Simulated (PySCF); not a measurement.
One molecule, one basis, several functionals.

C6H10F2.
Cartesian coordinates in Å at the PBE0-D3(BJ)/def2-SVP level; atoms count from 1:
```xyz
18
C6H10F2 angstrom
F     -1.4233   -0.7982    1.3305
C     -1.2527   -0.9877   -0.0136
F     -2.0278   -2.0543   -0.3474
C     -1.7386    0.2468   -0.7415
C     -0.8389    1.4440   -0.4523
C      0.6234    1.1275   -0.7523
C      1.0921   -0.1071    0.0121
C      0.2018   -1.3114   -0.2758
H     -1.7463    0.0157   -1.8190
H     -2.7797    0.4322   -0.4360
H     -1.1773    2.3154   -1.0339
H     -0.9428    1.7162    0.6117
H      1.2584    1.9925   -0.5033
H      0.7450    0.9539   -1.8373
H      1.0660    0.1016    1.0950
H      2.1375   -0.3470   -0.2365
H      0.2883   -1.6177   -1.3308
H      0.4718   -2.1800    0.3440
```

PySCF, pcSseg-1 basis, density fitting, gas phase, PBE0-D3(BJ)/def2-SVP geometry. One functional is left out:

| functional | exact exchange (%) | HOMO energy (eV) | LUMO energy (eV) |
| --- | --- | --- | --- |
| B97-D | 0 | -7.20 | 0.51 |
| BLYP | 0 | -7.07 | 0.39 |
| B3LYP | 20 | -8.47 | 0.89 |
| PBE0 | 25 | -8.66 | 1.21 |
| mPW1PW91 | 25 | -8.71 | 1.22 |

**Question.** Predict the row of B97-2 (21 % exact exchange) by straight lines through the other rows, and check it.

**Answer.** 
```
        property   line  computed  computed − line  B3LYP (20 %), for comparison
HOMO energy (eV)  -8.46     -8.41            +0.05                         -8.47
LUMO energy (eV)   1.05      1.23            +0.18                          0.89
```

**Question.** Which of these properties follows the share of exact exchange most closely, and which least?

**Answer.** Most closely the HOMO energy, least the LUMO energy; the correlations over the tabulated rows are HOMO energy -0.997, LUMO energy 0.975. The HOMO energy moves by -0.629 eV for every 10 %. Functionals with the same share still differ in their other parts: at 0 % B97-D and BLYP differ by 0.13 eV in it.
